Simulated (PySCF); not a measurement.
**Identify the compound**

Molecular formula: C₂H₁₀OSi₄. Simulated spectra:

$^{1}$H NMR (500 MHz, computed): δ 6.65 (m, 1H), 6.56 (m, 1H), 5.90 (m, 1H), 4.41 (m, 2H), 4.05 (m, 2H), 3.90 (m, 1H), 3.84 (m, 1H), 0.99 (br s, 1H).

$^{13}$C{$^{1}$H} NMR (computed): δ 151.2 (CH), 142.8 (CH2).

How the numbers were obtained: NMR shieldings at PBE0/pcSseg-1/GIAO, coordinates at the GFN2-xTB level, in PySCF (fast rotation and ring inversion assumed for equivalent nuclei, in vacuum, no relativistic terms, a single conformation).

References, each an isolated molecule treated in the same way: TMS for $^{1}$H (31.72 ppm) and $^{13}$C (186.93 ppm).

Q: Propose a structure and justify it.

A: 
The formula gives 2 degrees of unsaturation (1 ring in the answer). 2 carbon signals for 2 carbons: no two carbons are equivalent. Carbon types of the structure: 1 × CH, 1 × CH2, leaving 7 H on heteroatoms. δC 151.2: alkene CH; as expected for a trigonal carbon in a double bond. δC 142.8: terminal =CH2 carbon; the olefinic region. δH 6.65: hydrogen on an alkene CH; attached to an sp2 carbon and in the plane of the double bond. δH 6.56, 5.90: hydrogen on a terminal =CH2 carbon; olefinic region. δH 4.41, 4.05, 3.90, 3.84: hydrogen on a silicon bonded to 2 Si, in a 4-membered ring. δH 0.99: hydrogen on an oxygen bonded to Si; exchangeable; this is the value without hydrogen bonding to other molecules.

The compound is `InChI=1S/C2H10OSi4/c1-2-7(3)5-4-6-7/h2-3H,1,4-6H2`.

This is the structure that produced the data.

Exchangeable OH/NH protons stand at their gas-phase positions; hydrogen bonding in a real sample shifts them, mostly to higher δ. Shifts are as computed. Against solution values, carbons near 30 ppm lie about +3 ppm off and those near 130 ppm about +5 ppm. Of 1211 compounds with measured shifts, 218 miss one by over three times the rms of a fit or turn the order of signals round; such compounds aren't used in these exercises. No couplings were computed; multiplicities are counted from neighbouring protons, with m where these are inequivalent, close in shift, in a saturated or five-membered ring or joined by F or P, and br s for small geminal =CH2 splittings.
